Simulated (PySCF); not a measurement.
Species: CF3C(O)Cl, C2ClF3O.
SMILES: `O=C(Cl)C(F)(F)F`

Torsions of this conformer, `[O:1]=[C:2]([Cl:3])[C:4]([F:5])([F:6])[F:7]`: O1–C2–C4–F5 -116°.

The closed-shell ground state was solved at several levels (PySCF, density fitting, gas phase, non-relativistic). Geometry: PBE0-D3(BJ)/def2-SVP; no solvent, vibrations or thermal averaging.

```tsv
level	basis functions	HOMO (eV)	LUMO (eV)	gap (eV)	dipole (D)
mPW1PW91/pcSseg-2	259	-9.61	-2.36	7.25	0.86
CAM-B3LYP/pcSseg-2	259	-11.04	-1.15	9.89	0.91
PBE/pcSseg-2	259	-7.94	-3.41	4.53	0.81
BLYP/pcSseg-2	259	-7.85	-3.29	4.56	0.84
```

(1) Estimate the row for KT3/pcSseg-2, a basis of 259 functions; the other rows only guide the guess.

(2) Over all these levels, which gives the widest orbital gap and which the narrowest?

(3) How far do the dipole and the HOMO energy spread over the levels?

Results:

(1) HOMO -8.12 eV, LUMO -3.35 eV, gap 4.77 eV, dipole 0.80 D.

(2) CAM-B3LYP/pcSseg-2 (range-separated hybrid) has the widest, 9.89 eV, and PBE/pcSseg-2 (GGA) the narrowest, 4.53 eV. From the narrowest to the widest the HOMO moves by -3.10 eV and the LUMO by +2.26 eV.

(3) The dipole runs from 0.80 to 0.91 D (mean 0.84 D) and the HOMO from -11.04 to -7.85 eV.
